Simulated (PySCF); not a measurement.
Circular dichroism: `O=C1C[C@H](F)O[C@@H]1F`, C4H4F2O2

Geometry:
| atom | x (Å) | y (Å) | z (Å) |
| --- | --- | --- | --- |
| O1 | 0.618 | -2.106 | -0.907 |
| C2 | 0.344 | -1.060 | -0.409 |
| C3 | -1.016 | -0.423 | -0.233 |
| C4 | -0.699 | 0.919 | 0.430 |
| F5 | -0.757 | 1.918 | -0.509 |
| O6 | 0.588 | 0.829 | 0.955 |
| C7 | 1.344 | -0.052 | 0.208 |
| F8 | 1.986 | 0.594 | -0.821 |
| H9 | -1.650 | -1.052 | 0.390 |
| H10 | -1.502 | -0.287 | -1.200 |
| H11 | -1.376 | 1.221 | 1.237 |
| H12 | 2.121 | -0.502 | 0.834 |

Computed with TDDFT wB97X-D/aug-cc-pVDZ circular dichroism and optical rotation, one conformer, gas phase (PySCF 2.14.0). Geometry: GFN2-xTB.

Problem. What are the CIP labels of the stereocentres?

Solution. C4 S, C7 R.

Problem. Which excitations and rotatory strengths does the calculation give?

Solution. Rotatory strengths R in 10⁻⁴⁰ esu² cm², velocity form and length form (origin at the centre of mass); f in length form.
```csv
state,E (eV),λ (nm),f,R (velocity),R (length),main
1,4.09,303,0.0001,-6.2,-7.2,HOMO→LUMO 0.95
2,7.25,171,0.018,+2.2,+2.4,"HOMO→LUMO+1 0.68, HOMO→LUMO+2 0.11"
3,7.51,165,0.008,+1.2,+1.3,"HOMO−1→LUMO 0.80, HOMO−2→LUMO 0.13"
4,7.78,159,0.002,-0.1,-0.1,"HOMO−2→LUMO 0.79, HOMO−1→LUMO 0.14"
5,7.96,156,0.004,-9.1,-8.7,"HOMO→LUMO+3 0.47, HOMO→LUMO+4 0.14"
6,7.98,155,0.014,+3.1,+3.2,HOMO→LUMO+2 0.71
7,8.05,154,0.007,+20.5,+21.0,"HOMO−4→LUMO 0.44, HOMO−3→LUMO 0.33"
8,8.32,149,0.010,-10.6,-10.8,HOMO→LUMO+4 0.67
9,8.51,146,0.044,+9.0,+9.0,"HOMO−3→LUMO 0.50, HOMO−4→LUMO 0.23"
10,8.81,141,0.014,-3.8,-3.7,"HOMO→LUMO+6 0.57, HOMO→LUMO+8 0.12"
11,8.90,139,0.004,+3.7,+3.9,"HOMO→LUMO+5 0.45, HOMO−6→LUMO 0.23"
12,9.01,138,0.043,-29.6,-30.6,"HOMO−6→LUMO 0.31, HOMO→LUMO+5 0.18"
13,9.13,136,0.074,+4.0,+3.3,"HOMO−5→LUMO 0.30, HOMO−4→LUMO 0.12"
14,9.21,135,0.002,+5.2,+6.4,"HOMO→LUMO+7 0.27, HOMO→LUMO+8 0.22"
15,9.24,134,0.005,+6.5,+6.7,HOMO−1→LUMO+1 0.71
16,9.36,133,0.005,-3.7,-4.0,"HOMO→LUMO+9 0.34, HOMO→LUMO+8 0.33"
```

Among the states computed, the strongest CD band (largest |R|) is state 12. The largest dissymmetry factor in size, g = 4R/(D+G), with D and G the electric and magnetic dipole strengths, is -0.51 for state 1 (velocity form, f = 7e-05), among bands with |R| over 0.5. The mirror image has the same energies and oscillator strengths and all R with the opposite sign.
